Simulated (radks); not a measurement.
Excited configurations of Dy3+: one electron is placed in a higher orbital outside [Xe] 4f8. The ground configuration is [Xe] 4f9. All-electron calculation, scalar-relativistic Kohn-Sham, SCAN, spin-polarised, spherical densities, finite nucleus; open shells are filled with parallel spins first (spin-orbit coupling, left out, can overturn this in heavy ions); meta-GGA in the generalised Kohn-Sham scheme; Fermi nuclear charge, rms radius 5.2218 fm. Program: a radial shooting solver on a logarithmic mesh with Libxc functionals. Excitation = E - E(ground); binding = E(ion) - E, where the ion is the core of charge +4; n* = 4/sqrt(2 binding) in atomic units, and the quantum defect is n - n*.

| outer orbital | excitation (eV) | binding (eV) | n* | quantum defect | eigenvalue (eV) | <r> (bohr) |
|---|---|---|---|---|---|---|
| 5d | 8.317 | 32.576 | 2.585 | 2.415 | -27.337 | 1.999 |
| 5f | 26.851 | 14.041 | 3.938 | 1.062 | -11.826 | 4.179 |
| 6p | 17.686 | 23.206 | 3.063 | 2.937 | -20.707 | 3.429 |
| 6f | 31.704 | 9.189 | 4.867 | 1.133 | -8.004 | 7.384 |
| 7p | 27.759 | 13.134 | 4.071 | 2.929 | -11.787 | 6.130 |
| 7d | 31.173 | 9.719 | 4.733 | 2.267 | -8.662 | 7.834 |
| 7f | 34.475 | 6.417 | 5.824 | 1.176 | -5.678 | 11.34 |

The Delta-SCF ionisation energy is 40.892 eV (NIST Atomic Spectra Database: 41.2 eV, semi-empirical). Self-interaction in the functional shifts the binding energies and quantum defects, so they are the method's values and not measured ones. Open shells are spherical and high-spin; term and fine-structure splittings are not resolved. Spin-orbit splitting is averaged out at the scalar-relativistic level.
